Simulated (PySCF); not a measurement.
germanium monotelluride (GeTe), SMILES [Ge]=[Te] (connectivity only; charge and spin as stated), neutral, multiplicity 1. Geometry: PBE-D3(BJ)/def2-TZVP. The def2 effective core potentials stand for the cores of Te; spin–orbit coupling is left out.

The numbers are results of PBE-D3(BJ)/def2-TZVP (PySCF 2.14.0), not measurements.

Harmonic wavenumbers (cm⁻¹): 318. Rotational constants (GHz): 1.948 (linear); symmetry number 1.

Work out the zero-point energy and the ideal-gas rigid-rotor harmonic-oscillator thermochemistry at 298.15 K and 1 atm.

ZPE = ½ Σ hcν = ½ × 318 cm⁻¹ = 0.45 kcal/mol. H − E(el) = 2.78 kcal/mol. Entropy in cal/(mol K): translation 41.79, rotation 18.02, vibration 1.32, total 61.13. G − E(el) = -15.45 kcal/mol. Cp = 8.60 cal/(mol K).
